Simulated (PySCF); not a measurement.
Exercise with solution: entropy of an ideal gas

Al(Cl)(F)(SH) (AlClFHS), SMILES [F][Al]([SH])[Cl].

The structure is a stationary point at B3LYP-D3(BJ)/def2-SVP. Other conformers were not sampled.

B3LYP-D3(BJ)/def2-SVP (PySCF) gives the harmonic wavenumbers 133, 199, 220, 258, 416, 618, 663, 895, 2662 cm⁻¹ and the rotational temperatures 0.2150, 0.1020, 0.0692 K. The molar mass is 114.50 g/mol, the symmetry number 1, the spin multiplicity 1.

**Question.** Work out the entropy at 298.15 K and 1 atm in the rigid-rotor, harmonic-oscillator model.

**Answer.** 
Translation (Sackur–Tetrode at 1 atm): S = R[1.5 ln M + 2.5 ln T − 1.16487] = 167.9 J/(mol K).
Rotation: q = (√π/σ) T^1.5/√(θA θB θC) = 234000, S = R[ln q + 3/2] = 115.3 J/(mol K).
Vibration: with u = 1.4388 ν/T, each mode gives R[u/(e^u − 1) − ln(1 − e^−u)]:
```tsv
ν (cm⁻¹)	modes	u	S (J/(mol K))
133	1	0.64	12.14
199	1	0.96	8.96
220	1	1.06	8.20
258	1	1.25	7.01
416	1	2.01	3.79
618	1	2.98	1.76
663	1	3.20	1.48
895	1	4.32	0.60
```
The stiffer modes add less than 0.005 each. Sum 43.9 J/(mol K).
Spin: R ln 1 = 0.0 J/(mol K).
Total 327.1 J/(mol K); the program's own thermochemistry gives 327.1. Translation makes up 51 % and vibration 13 %. Anharmonicity, hindered rotation and orbital degeneracy are left out.
